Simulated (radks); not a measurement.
All-electron atom: the technetium ion Tc3+ in [Kr] 4d2 5p2 (not the ground configuration). All-electron calculation, scalar-relativistic Kohn-Sham, SCAN, spin-unpolarised, spherical densities, finite nucleus; meta-GGA in the generalised Kohn-Sham scheme; Fermi nuclear charge, rms radius 4.4112 fm. Program: a radial shooting solver on a logarithmic mesh with Libxc functionals.

Normalised radial functions P(r) = r R(r), r in bohr:

r,3s,4d
0.005764,0.3746,0.0001
0.006657,0.4114,0.0002
0.007688,0.4484,0.0003
0.008878,0.4845,0.0005
0.01025,0.5179,0.0007
0.01184,0.5465,0.0010
0.01368,0.5675,0.0015
0.01592,0.5779,0.0023
0.01839,0.5723,0.0034
0.02123,0.5474,0.0050
0.02452,0.4988,0.0073
0.02832,0.4221,0.0106
0.03271,0.3142,0.0153
0.03777,0.1734,0.0220
0.04397,-0.0094,0.0318
0.05079,-0.2085,0.0446
0.05865,-0.4215,0.0617
0.06774,-0.6310,0.0842
0.07823,-0.8135,0.1132
0.09034,-0.9391,0.1491
0.1043,-0.9780,0.1924
0.1215,-0.8953,0.2453
0.1403,-0.6832,0.3000
0.162,-0.3415,0.3558
0.1871,0.1022,0.4065
0.2161,0.5974,0.4442
0.2495,1.0764,0.4601
0.2882,1.4686,0.4445
0.3355,1.7132,0.3859
0.3875,1.7534,0.2847
0.4475,1.6155,0.1398
0.5168,1.3445,-0.0420
0.5968,1.0104,-0.2494
0.6893,0.6820,-0.4605
0.796,0.4111,-0.6534
0.9267,0.2097,-0.8127
1.07,0.0976,-0.8979
1.236,0.0389,-0.9121
1.427,0.0131,-0.8569
1.648,0.0035,-0.7503
1.904,0.0008,-0.6082
2.199,0.0001,-0.4560
2.56,0.0000,-0.3067
2.956,0.0000,-0.1935
3.414,0.0000,-0.1112
3.943,0.0000,-0.0566
4.553,0.0000,-0.0245
5.259,0.0000,-0.0087
6.073,0.0000,-0.0025
7.07,0.0000,-0.0005
8.165,0.0000,-0.0001
9.43,0.0000,0.0000
10.89,0.0000,0.0000

3s: eigenvalue -572.45 eV, 2 radial nodes at r = 0.0437, 0.181 bohr, <r> = 0.414 bohr, 90 % of the charge inside 0.611 bohr. 4d: eigenvalue -44.210 eV, 1 radial node at r = 0.501 bohr, <r> = 1.42 bohr, 90 % of the charge inside 2.16 bohr.

Empty levels of this run are not shown, since the potential may be unsettled where no density lies.
